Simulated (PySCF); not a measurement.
## Computed vibrations of [Nd(NH3)3]3+

[Nd(NH3)3]3+ (singlet in the valence; each metal's 4f electrons, 3 of them, lie in its core potential, out of spins and levels). PySCF 2.14.0, RKS PBE0, Nd lcecp-1-SVP with ECP49, N def2-SVP, H def2-SVP; non-relativistic Hamiltonian with scalar-relativistic core potentials where named; density fitting; no spin-orbit coupling. Central differences of gradients.

```xyz
13

Nd    0.0000    0.0000    0.2058
N     2.3556   -0.0005   -0.5489
H     3.0423   -0.2715    0.1797
H     2.5869   -0.6413   -1.3296
H     2.7237    0.9092   -0.8811
N    -1.1774    2.0402   -0.5489
H    -1.2860    2.7705    0.1797
H    -0.7380    2.5610   -1.3296
H    -2.1493    1.9042   -0.8811
N    -1.1782   -2.0398   -0.5489
H    -1.7563   -2.4989    0.1797
H    -1.8488   -1.9196   -1.3296
H    -0.5744   -2.8134   -0.8811
```

Run from Python with OMP_NUM_THREADS=2. Where DIIS fails, smearing, a level shift and second-order steps follow.
It took 2 min on 2 threads of Arm Neoverse V2, with other jobs on the host.

(1) What are the harmonic wavenumbers and infrared intensities?

(2) Is this a minimum?

An lcecp potential fixes the number of 4f electrons, so in runs with it no electron can move into or out of that shell.

Results:

(1) Modes are labelled in C3; negative numbers are unstable modes, those under 60 cm⁻¹ near the noise; a finer grid moves soft modes by up to 10 cm⁻¹.
```
cm⁻¹  km/mol  symmetry
 -14       –         e
 -14       –         e
 -10       –         a
  52     9.3         a
  74     4.2         e
  74     4.2         e
 348     0.3         a
 354    11.6         e
 354    11.6         e
 624     0.5         a
 640    30.2         e
 640    30.2         e
 668   171.1         a
 668    71.7         e
 668    71.7         e
1405   178.0         e
1405   178.0         e
1410    30.1         a
1605    72.7         a
1606    50.7         e
1606    50.7         e
1609    29.2         e
1609    29.2         e
1610    65.7         a
3351   350.7         e
3351   350.7         e
3360    13.6         a
3422    29.8         e
3422    29.8         e
3424   424.3         a
3431    39.0         a
3433   218.1         e
3433   218.1         e
```

(2) Yes, within the noise of the softest modes.
